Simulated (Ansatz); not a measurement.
Single points on La3⁺.

```yaml
crystal:
  periodic: [false, false, false]
  atoms:
    - {symbol: La, position_ang: [1.624250, 1.098691, -0.470929]}
    - {symbol: La, position_ang: [-0.130476, -1.408637, 1.436262]}
    - {symbol: La, position_ang: [-1.493764, 0.309956, -0.965334]}
basis:
  gaussian: {orbitals: def2-TZVP, initial_orbitals: start.molden}
total_charge: 1
hamiltonian: {xc: pbe, dispersion: d4}
scf: {omitted_lower_state_checks: [starts]}
output: {forces: true, orbitals: {seedname: orbitals}}
```

The file start.molden holds the orbitals of an earlier run on this structure, at another level or in another basis.

```sh
$ ansatz run in.yaml --threads 2 --pin off --events-out ev --progress --plain --max-ram 4352MiB
```

Shortened log:

```
Functional definition: PBE
954 factors; their error is unknown
mean field evaluation 1: about -2570.6304 eV, gradient 4.9e0 eV
mean field evaluation 2: about -2570.7169 eV, gradient 2.4e-1 eV
mean field evaluation 4: about -2570.7057 eV, gradient 9.5e-2 eV
mean field evaluation 8: about -2570.7057 eV, gradient 2.2e-5 eV
mean field evaluation 16: about -2570.7057 eV, gradient 2.5e-5 eV
mean field -2570.70574407 eV, -94.4716936075 hartree, gradient 2.3e-6 eV, S^2 0.000000; 0 other end points of the search recorded, 0 dependent functions left out
reference -2570.70578825 eV, -94.4716952313 hartree; 16, 16 occupied and 104, 104 virtual orbitals, 954 factors
Total energy: -2570.85326079 eV, -94.4771147472 hartree
Atom 0 at     1.624250     1.098691    -0.470929 Å, force    -0.001953     0.001128    -0.002028 eV/Å
Atom 1 at    -0.130476    -1.408637     1.436262 Å, force    -0.001313    -0.002055     0.001617 eV/Å
Atom 2 at    -1.493764     0.309956    -0.965334 Å, force     0.003266     0.000927     0.000411 eV/Å
Dipole moment:    -0.203851     0.042963    -0.132440 e Å
Checks for a lower state left out: starts
```

It took 7 s on 2 threads of Arm Neoverse V1 on a shared host.

As the first input, with `hamiltonian: {xc: {name: BLYP}, dispersion: d4}`, `output: {orbitals: {seedname: orbitals}}` (abridged; 13 s):

```
Functional definition: BLYP
mean field evaluation 16: about -2566.6458 eV, gradient 8.3e-4 eV
mean field -2566.64579179 eV, -94.3224931131 hartree, gradient 9.8e-6 eV, S^2 0.000000
Total energy: -2566.89321265 eV, -94.3315856622 hartree
Checks for a lower state left out: starts
```

Geometry: PBE-D4/def2-TZVP.

In the def2 sets La takes a core potential; there is no spin–orbit coupling. The restricted singlet is unstable towards broken spin symmetry in Hartree–Fock (as tested in another run); at PBE-D4/def2-TZVP, BLYP-D4/def2-TZVP this wasn't settled. At PBE-D4/def2-TZVP, BLYP-D4/def2-TZVP an occupied level lies above an empty one. At PBE0-D4/def2-TZVP a triplet of charge 1 lies 0.67 eV below the restricted singlet, each at its own geometry. The structure comes from a short search, and lower isomers may exist.
